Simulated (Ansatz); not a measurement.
Cost and result for the atomization energy of C2H8BNS, SMILES `CN(C)BS` (13 atoms, 12 bonds).

Cartesian coordinates in Å:
```
C -0.241 -1.072 0.672
N -0.074 0.119 -0.122
C -1.273 0.470 -0.851
B 1.078 0.898 -0.220
S 2.676 0.667 0.602
H 0.680 -1.337 1.186
H -1.025 -0.931 1.426
H -0.533 -1.920 0.042
H -1.102 1.371 -1.437
H -2.109 0.650 -0.165
H -1.568 -0.339 -1.530
H 1.057 1.859 -0.931
H 2.433 -0.435 1.329
```

Charge 0, multiplicity 1. The geometry is a stationary point of PBE0-D4/def2-TZVP. It is one conformer, not always the lowest. Program: Ansatz. All runs use 4 threads of an Intel Xeon Platinum 8488C on a shared host. Times are those of one run each, without the atoms' runs, and a repeat can differ threefold. Electronic energies, without spin–orbit coupling; frozen cores. CCSD(T)/CBS adds CCSD(T) − MP2 in def2-TZVPP to the MP2 limit, and its time is that of the two runs behind it. T1 = 0.012. B3LYP takes the VWN-RPA correlation (the form of Gaussian; ORCA's B3LYP/G).

CCSD(T)/CBS is a level of theory with its own doubt, some kJ/mol a heavy atom from the limit and from the frozen cores, so smaller differences don't rank the functionals.

```csv
level,functions,wall time,atomization (kJ/mol),difference from CCSD(T)/CBS,per bond
LDA (SPW92)/def2-TZVPP,278,1.4 s,5556.8,703.0,58.6
revPBE-D4/def2-TZVPP,278,2.1 s,4859.9,6.1,0.5
PBE-D4/def2-TZVPP (with forces),278,2.8 s,4969.6,115.8,9.7
CAM-B3LYP-D4/def2-TZVPP,278,3 s,4899.5,45.7,3.8
BHLYP-D4/def2-TZVPP,278,3.5 s,4761.8,-92.0,-7.7
B3LYP-D4/def2-TZVPP (with forces),278,4.6 s,4885.2,31.4,2.6
CCSD(T)/def2-SVP,114,4.7 s,4633.3,-220.5,-18.4
B2PLYP/def2-TZVPP,278,5 s,4822.6,-31.2,-2.6
ωB97X-V/def2-TZVPP,278,6.5 s,4883.0,29.2,2.4
B97M-V/def2-TZVPP,278,7 s,4886.8,33.0,2.7
MP2/def2-QZVPP,538,23 s,4859.9,6.1,0.5
CCSD(T)/def2-TZVPP,278,2.1 min,4737.4,-116.4,-9.7
CCSD(T)/CBS(def2),–,2.5 min,4853.8,0.0,0.0
```

Leaving LDA and LC-ωPBE aside and taking each functional with its dispersion term where it has one, the values spread over 207.9 kJ/mol, from BHLYP-D4 to PBE-D4. LDA lies +613.3 kJ/mol from PBE without D4, its usual overbinding. From PBE to PBE0 (25 % exact exchange), in def2-TZVPP and without D4, the atomization energy moves by −68.5 kJ/mol: exact exchange takes away binding that semilocal exchange gives to molecules. At CCSD(T), def2-SVP lies −220.5 kJ/mol from the extrapolated value and def2-TZVPP −116.3 kJ/mol: correlation converges slowly with the basis, and small sets miss more of it in the bonded molecule than in its fragments.
